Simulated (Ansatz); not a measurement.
H$_{6}$InNO$_{2}$Si (`[NH2][In]([OH])[O][SiH3]`). Total charge 0; spin multiplicity 1. In takes the def2 core potential.

| atom | x (Å) | y (Å) | z (Å) |
| --- | --- | --- | --- |
| N1 | 1.463 | -2.463 | -0.487 |
| In2 | 0.321 | -1.013 | 0.282 |
| O3 | -0.831 | -1.118 | 1.879 |
| O4 | 0.142 | 0.680 | -0.740 |
| Si5 | -0.731 | 2.037 | -0.557 |
| H6 | 1.835 | -3.124 | 0.182 |
| H7 | 2.214 | -2.132 | -1.077 |
| H8 | -1.347 | -0.314 | 1.988 |
| H9 | -1.632 | 2.252 | -1.722 |
| H10 | 0.156 | 3.225 | -0.417 |
| H11 | -1.589 | 1.970 | 0.670 |

Q: List the harmonic frequencies (cm⁻¹, unscaled) at PBE0-D4/def2-TZVP in Ansatz. (Best estimate.)

A: Computed: 49, 52, 64, 103, 143, 145, 254, 326, 444, 471, 602, 645, 721, 736, 815, 852, 951, 959, 994, 1004, 1555, 2153, 2205, 2211, 3562, 3664, 3875.

Q: Is this a minimum?

A: Yes, all 27 modes are real.

Q: Give the ideal-gas thermochemistry at 298.15 K and 1 bar (rigid rotor, harmonic oscillator; point group C1, symmetry number 1).

A: Zero-point energy 176.8 kJ/mol; H(298) − E = 204.3 kJ/mol; entropy 416.9 J/(mol·K), of which translation 174.6, rotation 118.8, vibration 123.5; G(298) − E = 80.0 kJ/mol. Modes under 100 cm⁻¹ are hindered rotations or soft bends, so the harmonic entropy is rough.

Q: And at 400, 500, 600, 800 and 1000 K?

A: 
```tsv
T (K)	H − E (kJ/mol)	S (J/mol/K)	G − E (kJ/mol)
400	219.1	459.4	35.3
500	235.3	495.6	-12.5
600	252.9	527.6	-63.7
800	290.9	582.2	-174.9
1000	331.7	627.7	-296.0
```
